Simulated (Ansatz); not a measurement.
Relaxation of ClGaH$_{6}$N$_{2}$O (11 atoms, charge 0, multiplicity 1), to a largest force component of 0.03 eV/Å in at most 50 steps.

Level of theory: RKS BLYP/def2-mTZVP (Ansatz 0.2.0).

```xyz
11
Properties=species:S:1:pos:R:3
Ga 0.092 0.635 -0.440
Cl -0.410 -0.169 2.873
N 1.700 -0.187 -0.872
H 1.752 -0.696 -1.756
H 2.569 0.328 -0.722
N -1.557 0.075 -1.070
H -1.688 -0.931 -1.196
H -2.366 0.451 -0.567
O 0.031 2.162 0.536
H 0.883 2.634 0.608
H -0.353 1.103 2.427
```

Task: Where does it end, and by what steps?

Result: The forces met the threshold. After 18 steps the energy has fallen by 0.215 eV; Cl2 moved furthest, 1.81 Å.

```tsv
step	energy less start (eV)	largest force component (eV/Å)	accepted
0	0.0000	0.650	yes
1	-0.0850	0.675	yes
2	-0.1083	0.560	yes
3	-0.1499	0.165	yes
4	-0.1615	0.156	yes
5	-0.1741	0.219	yes
6	-0.1858	0.051	yes
7	-0.1925	0.060	yes
8	-0.1978	0.163	yes
9	-0.2008	0.209	yes
10	-0.2047	0.113	yes
11	-0.2078	0.088	yes
12	-0.2092	0.184	yes
13	-0.2109	0.115	yes
14	-0.2128	0.033	yes
15	-0.2143	0.070	yes
16	-0.2147	0.034	yes
17	-0.2147	0.030	yes
18	-0.2148	0.020	yes
```

```xyz
11
Properties=species:S:1:pos:R:3
Ga 0.287 0.425 -0.476
Cl -1.692 1.091 3.065
N 1.811 -0.017 -1.429
H 1.691 -0.368 -2.380
H 2.590 0.642 -1.409
N -1.468 -0.041 -0.781
H -1.665 -0.872 -1.338
H -2.081 -0.013 0.036
O 0.468 1.525 1.004
H 1.380 1.675 1.316
H -0.670 1.361 2.212
```

Whether the end is a true minimum wasn't checked by a vibrational analysis.

Time of the run: 29 s on 4 threads of Arm Neoverse V2, on a shared host, peak memory 0.2 GiB.
